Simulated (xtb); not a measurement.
CH₇FOSi₂, SMILES C[SiH2]O[SiH2]F. All values are semi-empirical tight-binding results from xtb (GFN2-xTB unless named), good for trends rather than for accurate numbers. Geometry optimised at GFN2-xTB. The structure was generated by enumeration, and PubChem lists no compound with its InChIKey, so it may never have been made. The values are those of a single conformer.

Optimised geometry:

```xyz
12

Si     1.3802    -0.9133    -0.1490
F      1.7409    -0.1294    -1.5042
O      0.2176    -0.1019     0.5986
Si    -1.0716     0.8719     0.8293
C     -2.4744     0.3401    -0.3286
H      0.8766    -2.2071    -0.5699
H      2.5610    -0.8542     0.6886
H     -1.3965     0.6564     2.2395
H     -0.6259     2.2372     0.5499
H     -2.1711     0.4039    -1.3708
H     -3.3496     0.9699    -0.2007
H     -2.7780    -0.6867    -0.1394
```

```json
{
 "orbital_gap": "5.82 eV",
 "dipole_moment": "1.58 D",
 "zero_point_energy": "47.9 kcal/mol",
 "G − E(el) at 298.15 K (modified RRHO)": "26.5 kcal/mol",
 "static polarisability (D4 model)": "78.3 bohr³",
 "solvation energy, GFN2-xTB/ALPB(water)": "0.9 kcal/mol",
 "solvation energy, GFN2-xTB/ALPB(toluene)": "-1.6 kcal/mol"
}
```

Computed atomic charges and the Wiberg bond orders between heavy atoms:
charges (e) Si1 0.59, F2 -0.28, O3 -0.44, Si4 0.53, C5 -0.21, H6 -0.07, H7 -0.07, H8 -0.08, H9 -0.08, H10 0.04, H11 0.02, H12 0.04. Bond orders Si1–F2 1.08, Si1–O3 1.15, O3–Si4 1.03, Si4–C5 0.92.
